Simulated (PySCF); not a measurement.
System: CH₆FSi₂, net charge 0, doublet state. It need not be the lowest isomer of its formula. 
Geometry from a B3LYP-D3(BJ)/def2-TZVP (Ansatz) optimisation:
```
C
H 1 1.0936
H 1 1.0982 2 106.70
Si 1 1.8587 2 109.36 3 -115.86
F 4 1.6097 1 109.20 2 -67.80
H 4 1.4787 5 107.57 1 120.34
H 4 1.4791 6 110.24 5 -116.43
Si 1 1.8881 2 109.15 3 116.36
H 8 1.4866 1 110.51 2 175.65
H 8 1.4873 9 109.66 1 -122.91
```
Charge 0, spin multiplicity 2.

Dispersion corrections to the total energy (kcal/mol) from the dftd3 and dftd4 libraries through PySCF: D3(BJ) without and D4 with the three-body term, each with the damping fitted for the functional named.

| functional | D3(BJ) | D4 |
|---|---|---|
| BHLYP | -7.70 | -6.52 |
| HF | (withheld) | -17.45 |
| B2PLYP | -4.57 | -3.51 |
| revPBE | (withheld) | -14.74 |
| PW6B95 | -2.97 | -4.26 |
| CAM-B3LYP | -4.35 | -4.36 |
| r2SCAN | (withheld) | -1.20 |

Complete the blanks.


- HF, D3(BJ): -40.26
- revPBE, D3(BJ): -12.43
- r2SCAN, D3(BJ): -1.42
